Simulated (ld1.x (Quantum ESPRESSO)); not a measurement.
## ruthenium, PAW: configuration errors across variants

| Item | Value |
| --- | --- |
| Element | ruthenium (Ru) |
| Generator | ld1.x (Quantum ESPRESSO) 7.5 |
| Type | PAW |
| Functional | PBE |
| Relativity | scalar-relativistic |
| Frozen core | [Ar] 3d10 |
| Valence charge | 16 |
| Reference configuration | 4s2 4p6 4d6.5 5s0 5p0 (charge +1.5) |
| Partial waves | 4s (bound): rcut 1.30, rcutus 1.45 bohr; 5s (bound, empty): rcut 1.30, rcutus 1.45 bohr; 4p (bound): rcut 1.50, rcutus 1.60 bohr; 5p (bound, empty): rcut 1.50, rcutus 1.60 bohr; 4d (bound): rcut 1.75, rcutus 1.85 bohr; 4d channel at 2.2 Ry: rcut 1.75, rcutus 1.85 bohr |
| Local potential | all-electron potential smoothed inside 1.60 bohr (lloc = -1) |
| Core correction | a·sin(br)/r model core, default radius (ld1.x builds one for every PAW set, though the input has nlcc=.false.) |
| Augmentation charge | BESSEL, radius 1.40 bohr |

All-electron excitation energies from the reference (eV): (1) 4s2 4p6 4d7 5s1 5p0 -14.935; (2) 4s2 4p6 4d7 5s0 5p0 -7.643; (3) 4s2 4p6 4d6 5s0 5p0 10.544; (4) 4s2 4p6 4d4 5s0 5p0 85.679; (5) 4s2 4p6 4d6 5s2 5p0 -13.234; (6) 4s1 4p6 4d7 5s1 5p0 67.755; (7) 4s2 4p6 4d7.5 5s0.5 5p0 -15.252.

The default core radius of the base comes out at 0.66 bohr.

The overlap operator is not positive definite (basis up to 400 Ry) in “base”, “core correction a·sin(br)/r model core inside 1.74 bohr”, “waves 4d (bound): rcut 1.75, rcutus 2.80 bohr; 4d channel at 2.2 Ry: rcut 1.75, rcutus 2.80 bohr”. Such files are unfit for use, however small their errors in these radial tests.

3 further variants failed, have other tests or another functional or relativity, and are left out.

Errors AE − PS in meV (a dash: test not solved or not reliable):

```tsv
change	(1)	(2)	(3)	(4)	(5)	(6)	(7)	bound ghosts
base	+4.6	+2.3	+2.1	+36	+7.0	-27	+8.4	not determined (overlap not positive)
core correction a·sin(br)/r model core inside 1.74 bohr	+4.6	+2.3	+2.1	+36	+7.0	-27	+8.4	not determined (overlap not positive)
waves 4d (bound): rcut 1.75, rcutus 2.80 bohr; 4d channel at 2.2 Ry: rcut 1.75, rcutus 2.80 bohr	+13	+3.7	+4.0	+74	+18	-15	+17	not determined (overlap not positive)
```

Give the same row for: local potential all-electron potential smoothed inside 0.98 bohr (lloc = -1).

+2.3, +1.6, +1.7, +60, +5.9, -8.9, +4.3; bound ghosts: not determined (overlap not positive). Its overlap operator is not positive definite in a basis up to 400 Ry (lowest eigenvalue d -0.61), so the file is unfit for use: the generalised eigenproblem breaks down once the basis is large enough, and its test numbers describe a broken file.
